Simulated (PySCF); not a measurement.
PySCF input file for CBrF₂, SMILES Br[C](F)F (connectivity only; charge and spin as stated), charge +1, multiplicity 1, PBE/pcSseg-2. Geometry: B3LYP-D3(BJ)/def2-SVP. The spin state was assumed, not searched. The isomer is the one that the SMILES or the coordinates give; other isomers of the formula were not compared.

```python
import numpy as np
from pyscf import gto, scf, dft
from pyscf.prop.nmr import rks as nmr

mol = gto.M(
    atom='''
    F     0.00000000    1.06002465   -1.52583166
    C     0.00000000    0.00000000   -0.85760111
    F     0.00000000   -1.06002465   -1.52583166
    Br    0.00000000    0.00000000    0.93173076
    ''',
    basis='pcSseg-2',
    charge=1,
    spin=0,
    max_memory=1600,
    verbose=3,
)
mf = dft.RKS(mol, xc='pbe').density_fit(auxbasis='def2-universal-jkfit')
mf.grids.level = 3
mf.conv_tol = 1e-10
mf.max_cycle = 100
mf.kernel()
n = nmr.NMR(mf)
n.verbose = 2
n.max_cycle_cphf = 60
sigma = n.kernel()
print('atom   isotropic/ppm   span/ppm')
for i, s in enumerate(sigma):
    w = np.linalg.eigvalsh((s + s.T) / 2)
    print(f'{mol.atom_symbol(i):2s}{i + 1:3d} {w.mean():14.3f} {w[2] - w[0]:11.3f}')
```

Log of the run:

```
converged SCF energy = -2811.1197171668
atom   isotropic/ppm   span/ppm
F   1         -1.650     489.062
C   2        -31.998     170.767
F   3         -1.650     489.062
Br  4       1226.016    1071.552
```

The calculation finished and met its thresholds.
